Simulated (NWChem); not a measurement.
Species: GeH2BrF; SMILES [F][GeH2][Br]

```xyz
5

Ge    -0.3669     0.9129     0.0000
F      1.1504     1.7686     0.0000
Br     0.1022    -1.3616     0.0000
H     -1.0956     1.2624     1.3129
H     -1.0956     1.2624    -1.3129
```
Atoms are numbered in this order, from 1.

Coordinates come from a B3LYP/6-31G* (spherical d) optimisation.

Symmetry labels are those of Cs in the frame above (b1 and b2, or b-type labels, depend on it).

Question: List the 6 lowest vertical singlet excitations from PBE0/aug-cc-pVDZ, TDA (NWChem).

Answer: 
| state | energy (eV) | oscillator strength | symmetry | leading excitation (squared amplitude) |
|---|---|---|---|---|
| S1 | 6.09 | 0.021 | a" | HOMO → LUMO (0.97) |
| S2 | 6.27 | 0.011 | a' | HOMO−1 → LUMO (0.97) |
| S3 | 6.77 | 0.002 | a" | HOMO → LUMO+1 (0.98) |
| S4 | 7.12 | 0.004 | a' | HOMO−1 → LUMO+1 (0.88) |
| S5 | 7.37 | 0.004 | a" | HOMO → LUMO+2 (0.97) |
| S6 | 7.60 | 0.035 | a' | HOMO−1 → LUMO+2 (0.98) |
